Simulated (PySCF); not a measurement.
Mapped SMILES: `[CH3:1][O:2][C@@H:3]1[O:4][C:5](=[O:6])[C:7](=[O:8])[O:9][C@H:10]1[CH3:11]`. Each H is labelled by its parent atom.

PySCF 2.14 calculation with PBE0/pcSseg-1 with gauge-including orbitals and structure optimised with GFN2-xTB; no solvent, single conformer, fast rotation and ring inversion assumed for equivalent nuclei, non-relativistic.

References, each an isolated molecule treated in the same way: $^{13}$C (186.93 ppm), $^{1}$H (31.72 ppm) vs TMS; H2O for $^{17}$O (336.08 ppm).

```json
{"atoms": "C11", "nucleus": "$^{13}$C", "count": "1", "δ (ppm)": "20.0"}
{"atoms": "C10", "nucleus": "$^{13}$C", "count": "1", "δ (ppm)": "?"}
{"atoms": "O4", "nucleus": "$^{17}$O", "count": "1", "δ (ppm)": "?"}
{"atoms": "H(C3)", "nucleus": "$^{1}$H", "count": "1", "δ (ppm)": "4.95"}
{"atoms": "C3", "nucleus": "$^{13}$C", "count": "1", "δ (ppm)": "104.5"}
{"atoms": "C7", "nucleus": "$^{13}$C", "count": "1", "δ (ppm)": "157.7"}
{"atoms": "C1", "nucleus": "$^{13}$C", "count": "1", "δ (ppm)": "?"}
{"atoms": "H(C1)", "nucleus": "$^{1}$H", "count": "3", "δ (ppm)": "3.78"}
{"atoms": "H(C11)", "nucleus": "$^{1}$H", "count": "3", "δ (ppm)": "?"}
{"atoms": "O2", "nucleus": "$^{17}$O", "count": "1", "δ (ppm)": "79.3"}
{"atoms": "H(C10)", "nucleus": "$^{1}$H", "count": "1", "δ (ppm)": "4.56"}
{"atoms": "O9", "nucleus": "$^{17}$O", "count": "1", "δ (ppm)": "222.0"}
{"atoms": "O8", "nucleus": "$^{17}$O", "count": "1", "δ (ppm)": "479.0"}
{"atoms": "O6", "nucleus": "$^{17}$O", "count": "1", "δ (ppm)": "?"}
{"atoms": "C5", "nucleus": "$^{13}$C", "count": "1", "δ (ppm)": "158.8"}
```

Task: Fill in the missing shifts.

Result: 
- C10: 78.2 ppm, sp3 CH bonded to O; deshielded by the electronegative neighbour
- C1: 58.2 ppm, methyl carbon bonded to O; pulled downfield by the heteroatom
- H(C11): 1.48 ppm, hydrogen on a methyl carbon
- O6: 488.0 ppm, ester carbonyl oxygen
- O4: 242.8 ppm, ester alkoxy oxygen

Shifts are as computed. Against solution values, carbons near 30 ppm lie about +3 ppm off and those near 130 ppm about +5 ppm. Of 1211 compounds with measured shifts, 218 miss one by over three times the rms of a fit or turn the order of signals round; such compounds aren't used in these exercises. Unscaled 17O shifts of doubly bonded oxygen tend to come out too high, by tens of ppm or more. Experimental scales use liquid or dissolved standards, which lie at an offset from isolated H2O (liquid H2O: subtract about 36 ppm).
